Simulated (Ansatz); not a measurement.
```yaml
crystal:
  periodic: [false, false, false]
  atoms:
    - {symbol: C, position_ang: [0.529830, -2.996033, 0.014058]}
    - {symbol: O, position_ang: [1.071730, -0.604937, 0.115219]}
    - {symbol: Nb, position_ang: [-0.225619, 2.291747, 0.008573]}
    - {symbol: F, position_ang: [-3.208009, 0.995029, -0.379056]}
    - {symbol: F, position_ang: [-0.548488, 3.609830, -2.908512]}
    - {symbol: F, position_ang: [-1.248607, 3.507839, 2.806046]}
    - {symbol: F, position_ang: [2.573166, 3.911742, 0.380748]}
    - {symbol: H, position_ang: [-1.343583, -3.216154, -0.212771]}
    - {symbol: H, position_ang: [1.088401, -3.817637, 1.629554]}
    - {symbol: H, position_ang: [1.455479, -3.770615, -1.448818]}
basis:
  gaussian: {orbitals: def2-SVP}
hamiltonian: {xc: {name: revPBE0}}
output: {forces: true}
```

```sh
$ ansatz run in.yaml --threads 4 --pin off --events-out ev --progress --plain --max-ram 11315MiB
```

It prints (some lines left out):

```
Functional definition: revPBE0
1258 factors; integrals over basis functions are off by at most 1.1e-3 eV
mean field evaluation 1: about -15433.1191 eV, gradient 1.3e2 eV
mean field evaluation 2: about -13763.7289 eV, gradient 5.1e2 eV
mean field evaluation 4: about -14796.3989 eV, gradient 3.9e2 eV
mean field evaluation 8: about -15499.0389 eV, gradient 2.2e0 eV
mean field evaluation 16: about -15499.2632 eV, gradient 6.0e-2 eV
mean field -15499.26326337 eV, -569.5874191509 hartree, gradient 1.8e-5 eV, S^2 0.000000; 8 other end points of the search recorded, 0 dependent functions left out
reference -15499.26334507 eV, -569.5874221532 hartree; 33, 33 occupied and 97, 97 virtual orbitals, 1258 factors
Total energy: -15499.26334507 eV, -569.5874221532 hartree
Atom 0 at     0.529830    -2.996033     0.014058 Å, force    -0.668296    -1.871230    -0.107832 eV/Å
Atom 1 at     1.071730    -0.604937     0.115219 Å, force    -1.104872    -0.495864    -0.137341 eV/Å
Atom 2 at    -0.225619     2.291747     0.008573 Å, force    -0.296010     0.256911    -0.030828 eV/Å
Atom 3 at    -3.208009     0.995029    -0.379056 Å, force     2.083365     0.850289     0.269956 eV/Å
Atom 4 at    -0.548488     3.609830    -2.908512 Å, force     0.251572    -1.078851     2.317943 eV/Å
Atom 5 at    -1.248607     3.507839     2.806046 Å, force     0.808096    -0.997395    -2.224817 eV/Å
Atom 6 at     2.573166     3.911742     0.380748 Å, force    -2.051343    -1.247836    -0.273696 eV/Å
Atom 7 at    -1.343583    -3.216154    -0.212771 Å, force     3.887959     0.698174     0.474372 eV/Å
Atom 8 at     1.088401    -3.817637     1.629554 Å, force    -1.080353     1.990811    -3.287899 eV/Å
Atom 9 at     1.455479    -3.770615    -1.448818 Å, force    -1.830117     1.894992     3.000141 eV/Å
Dipole moment:     0.454983    -2.589507     0.012930 e Å
```

(1) Something in this input is off. What?

Results:

(1) The coordinates are in bohr but typed as ångström. The calculation finished and met its thresholds. The result belongs to that input, not to the molecule as meant.
